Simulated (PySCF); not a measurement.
# Working out the ionisation energy of Os

Os [Xe] 4f14 5d6 6s2 (5D) → Os+ [Xe] 4f14 5d6 6s1 (6D). All numbers are calculated (PySCF 2.14, scalar relativity through the core potential, in aug-cc-pwCVDZ-PP with ECP60MDF (6s6p5d3f, 70 functions)). Frozen: nothing. Energies in hartree (1 hartree = 27.21139 eV):

```json
{"part": "UHF", "Os (lower)": "-90.068108", "Os+ (upper)": "-89.828602"}
{"part": "MP2 opposite-spin", "Os (lower)": "-0.279620", "Os+ (upper)": "-0.228482"}
{"part": "MP2 same-spin", "Os (lower)": "-0.143312", "Os+ (upper)": "-0.132963"}
```

Question: What does Hartree-Fock give?

Answer: (-89.828602) − (-90.068108) = 0.239506 hartree = 6.517 eV.

Question: What do MP2 and SCS-MP2 (6/5 opposite-spin, 1/3 same-spin) give?

Answer: The opposite-spin parts differ by 1.392 eV and the same-spin parts by 0.282 eV. MP2: 6.517 + (1.392) + (0.282) = 8.191 eV. SCS-MP2: 6.517 + 1.2 × (1.392) + (0.282)/3 = 8.281 eV.

Measured between the centres of the two terms (NIST): 8.473 eV, so MP2 (valence and next inner shell) is off by -0.282 eV.

A double-zeta basis recovers only part of the correlation energy.

What remains against the reference includes basis incompleteness and correlation beyond second order.
